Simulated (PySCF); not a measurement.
C5H9NO, charge +1, doublet, geometry from GFN2-xTB (a state made from the parent by changing its charge; the spin is typed, not shown lowest), with bond 8-1 at 2.4 times its length; CASSCF(5,6)/STO-3G (PySCF).

Input for PySCF:
```python
from pyscf import gto, scf, mcscf
import numpy

mol = gto.M(
    atom='''
C     2.083027   -0.156608    0.018366
N     0.713084    0.161100   -0.056959
C     0.156689    1.200322   -0.832215
C    -1.354177    0.980049   -0.836763
C    -1.601957   -0.115541    0.192911
C    -0.256103   -0.680556    0.536263
O     0.048593   -1.629648    1.190219
H     3.570112    1.976171   -0.284048
H     2.374922   -0.871234   -0.767257
H     2.276125   -0.666201    0.968841
H     0.593682    1.233335   -1.840505
H     0.418762    2.175087   -0.384362
H    -1.906113    1.891524   -0.603666
H    -1.684543    0.671228   -1.831768
H    -2.034332    0.271324    1.121950
H    -2.286358   -0.893616   -0.150000
''',
    basis='sto-3g',
    charge=1,
    spin=1,
    verbose=4,
)

mf = scf.ROHF(mol)
mf.kernel()
mc = mcscf.CASSCF(mf, 6, 5)
mc.fix_spin_(ss=0.75)
mc.kernel()
occ = numpy.linalg.eigvalsh(mc.fcisolver.make_rdm1(mc.ci, mc.ncas, mc.nelecas))[::-1]
ss = mc.fcisolver.spin_square(mc.ci, mc.ncas, mc.nelecas)[0]
print('natural occupations', occ.round(4), ' <S^2>', round(ss, 4))
```

Task: What does PySCF print? Leave out banner, timings and long lists.

Result: 
```
PySCF version 2.14.0

[INPUT] verbose = 4
[INPUT] num. atoms = 16
[INPUT] num. electrons = 53
[INPUT] charge = 1
[INPUT] spin (= nelec alpha-beta = 2S) = 1
[INPUT] symmetry False subgroup None
[INPUT] Mole.unit = angstrom
[INPUT] Symbol           X                Y                Z      unit          X                Y                Z       unit  Magmom
[...]
nuclear repulsion = 313.629116876693
number of shells = 30
number of NR pGTOs = 132
number of NR cGTOs = 44
basis = sto-3g
ecp = {}

******** <class 'pyscf.scf.rohf.ROHF'> ********
method = ROHF
initial guess = minao
damping factor = 0
level_shift factor = 0
DIIS = <class 'pyscf.scf.diis.CDIIS'>
diis_start_cycle = 1
diis_space = 8
diis_damp = 0
SCF conv_tol = 1e-09
SCF conv_tol_grad = None
SCF max_cycles = 50
direct_scf = True
direct_scf_tol = 1e-13
num. doubly occ = 26  num. singly occ = 1
Set gradient conv threshold to 3.16228e-05
init E= -321.414405796525
[...]
cycle= 1 E= -319.136668994406  delta_E= 2.28  |g|= 0.773  |ddm|=  3.6
[...]
cycle= 2 E= -318.872795291117  delta_E= 0.264  |g|= 0.965  |ddm|= 1.75
[...]
cycle= 3 E= -319.334419418162  delta_E= -0.462  |g|= 0.216  |ddm|= 1.47
[...]
cycle= 4 E= -319.395732214031  delta_E= -0.0613  |g|= 0.128  |ddm|= 0.487
[...]
cycle= 5 E= -319.415968901815  delta_E= -0.0202  |g|= 0.0606  |ddm|= 0.374
[...]
cycle= 6 E= -319.413645955659  delta_E= 0.00232  |g|= 0.0399  |ddm|= 0.197
[...]
cycle= 7 E= -319.416439741505  delta_E= -0.00279  |g|= 0.0279  |ddm|= 0.353
[...]
cycle= 8 E= -319.418411757483  delta_E= -0.00197  |g|= 0.0137  |ddm|= 0.205
[...]
cycle= 9 E= -319.418774613949  delta_E= -0.000363  |g|= 0.00829  |ddm|= 0.037
[...]
cycle= 10 E= -319.418857806102  delta_E= -8.32e-05  |g|= 0.00564  |ddm|= 0.016
[...]
cycle= 11 E= -319.418964473753  delta_E= -0.000107  |g|= 0.00238  |ddm|= 0.0466
[...]
cycle= 12 E= -319.418977196699  delta_E= -1.27e-05  |g|= 0.00109  |ddm|= 0.0183
[...]
cycle= 13 E= -319.418981523355  delta_E= -4.33e-06  |g|= 0.000249  |ddm|= 0.0068
[...]
cycle= 14 E= -319.418981603399  delta_E= -8e-08  |g|= 9.37e-05  |ddm|= 0.000777
[...]
cycle= 15 E= -319.418981618434  delta_E= -1.5e-08  |g|= 4.17e-05  |ddm|= 0.000308
[...]
cycle= 16 E= -319.418981620803  delta_E= -2.37e-09  |g|= 1.98e-05  |ddm|= 0.000145
[...]
cycle= 17 E= -319.418981621467  delta_E= -6.64e-10  |g|= 1.22e-05  |ddm|= 5.75e-05
[...]
Extra cycle  E= -319.418981621529  delta_E= -6.13e-11  |g|= 9.93e-06  |ddm|= 5.37e-05
converged SCF energy = -319.418981621529

******** <class 'pyscf.mcscf.mc1step.CASSCF'> ********
CAS (3e+2e, 6o), ncore = 24, nvir = 14
max_cycle_macro = 50
max_cycle_micro = 4
conv_tol = 1e-07
conv_tol_grad = None
orbital rotation max_stepsize = 0.02
orbital rotation threshold for CI restart = 0.01
augmented hessian ah_max_cycle = 30
augmented hessian ah_conv_tol = 1e-12
augmented hessian ah_linear dependence = 1e-14
augmented hessian ah_level shift = 1e-08
augmented hessian ah_start_tol = 2.5
augmented hessian ah_start_cycle = 3
augmented hessian ah_grad_trust_region = 3
kf_trust_region = 3
kf_interval = 4
ci_response_space = 4
ci_grad_trust_region = 3
with_dep4 0
natorb = False
canonicalization = True
sorting_mo_energy = False
ao2mo_level = 2
internal_rotation = False
******** <class 'pyscf.fci.addons.SpinPenaltyFCISolver'> ********
max. cycles = 50
conv_tol = 1e-08
davidson only = True
linear dependence = 1e-12
level shift = 0.001
max iter space = 12
nroots = 1
pspace_size = 400
spin = None
CASCI E = -319.452433228466  S^2 = 0.7500000
Set conv_tol_grad to 0.000316228
macro iter   1 ( 21 JK    4 micro), CASSCF E = -319.488037136688  dE = -3.56039082e-02  S^2 = 0.7500000
               |grad[o]|=0.116  |grad[c]|=0.0679  |ddm|=0.173  |maxRot[o]|=0.246
macro iter   2 ( 21 JK    4 micro), CASSCF E = -319.498025820222  dE = -9.98868353e-03  S^2 = 0.7500000
               |grad[o]|=0.0683  |grad[c]|=0.083  |ddm|=0.111  |maxRot[o]|=0.174
macro iter   3 ( 21 JK    4 micro), CASSCF E = -319.513839073922  dE = -1.58132537e-02  S^2 = 0.7500000
               |grad[o]|=0.0382  |grad[c]|=0.0647  |ddm|=0.0759  |maxRot[o]|=0.211
macro iter   4 ( 21 JK    4 micro), CASSCF E = -319.528900258576  dE = -1.50611847e-02  S^2 = 0.7500000
               |grad[o]|=0.0391  |grad[c]|=0.0338  |ddm|=0.0628  |maxRot[o]|=0.157
macro iter   5 ( 21 JK    4 micro), CASSCF E = -319.539168807357  dE = -1.02685488e-02  S^2 = 0.7500000
               |grad[o]|=0.0318  |grad[c]|=0.0314  |ddm|=0.0658  |maxRot[o]|=0.158
macro iter   6 ( 18 JK    4 micro), CASSCF E = -319.540073391929  dE = -9.04584572e-04  S^2 = 0.7500000
               |grad[o]|=0.0128  |grad[c]|=0.0349  |ddm|=0.0802  |maxRot[o]|=0.0558
macro iter   7 ( 16 JK    4 micro), CASSCF E = -319.541458523132  dE = -1.38513120e-03  S^2 = 0.7500000
               |grad[o]|=0.0155  |grad[c]|=0.0224  |ddm|=0.0473  |maxRot[o]|=0.142
macro iter   8 ( 20 JK    4 micro), CASSCF E = -319.542594460686  dE = -1.13593755e-03  S^2 = 0.7500000
               |grad[o]|=0.0103  |grad[c]|=0.0105  |ddm|=0.0243  |maxRot[o]|=0.264
macro iter   9 ( 17 JK    4 micro), CASSCF E = -319.542845868829  dE = -2.51408143e-04  S^2 = 0.7500000
               |grad[o]|=0.00412  |grad[c]|=0.00349  |ddm|=0.0103  |maxRot[o]|=0.224
macro iter  10 ( 10 JK    3 micro), CASSCF E = -319.542852373014  dE = -6.50418519e-06  S^2 = 0.7500000
               |grad[o]|=0.00132  |grad[c]|=0.000187  |ddm|=0.00107  |maxRot[o]|=0.00618
macro iter  11 (  3 JK    1 micro), CASSCF E = -319.542852391587  dE = -1.85732461e-08  S^2 = 0.7500000
               |grad[o]|=6.6e-05  |grad[c]|=6.06e-05  |ddm|=7.27e-05  |maxRot[o]|=0.00125
1-step CASSCF converged in  11 macro (189 JK  40 micro) steps
CASSCF canonicalization
Density matrix diagonal elements [1.84103215e+00 1.54195406e+00 1.01003663e+00 4.90392812e-01
 1.15250474e-01 1.33387397e-03]
CASSCF energy = -319.542852391587
CASCI E = -319.542852391587  E(CI) = -5.97209909923424  S^2 = 0.7500000
natural occupations [1.8870e+00 1.5438e+00 1.0025e+00 4.5320e-01 1.1290e-01 6.0000e-04]  <S^2> 0.75
```
